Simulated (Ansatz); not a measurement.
Basis-set extrapolation for CH$_{7}$FOSi$_{2}$, SMILES `C[Si](O)(F)[SiH3]` (PBE0-D4/def2-TZVP geometry, frozen core, the Gaussian-basis code of Ansatz). Multiplicity 1, RHF reference.

```
                      def2-TZVPP   def2-QZVPP
                 HF  -794.363212  -794.392016
    MP2 correlation    -0.913556    -0.988279
CCSD(T) correlation    -0.993054      not run
```

Energies in hartree. Use E(X) = E(∞) + A·exp(−7.88·√X) for Hartree–Fock and E(X) = E(∞) + B·X^(−2.97) for correlation, with X = 3 and 4, and add CCSD(T) minus MP2 of the smaller set to the MP2 limit.

Task: What is the CCSD(T) energy at the basis-set limit?

Result: HF limit: -794.392016 + (-0.028804) × 0.13774 = -794.39598. MP2 limit: -0.988279 + (-0.074723) × 0.74074 = -1.04363. Higher-order term: -0.993054 − (-0.913556) = -0.07950. Total: -795.51911 hartree, 4.43 eV below CCSD(T)/def2-TZVPP.
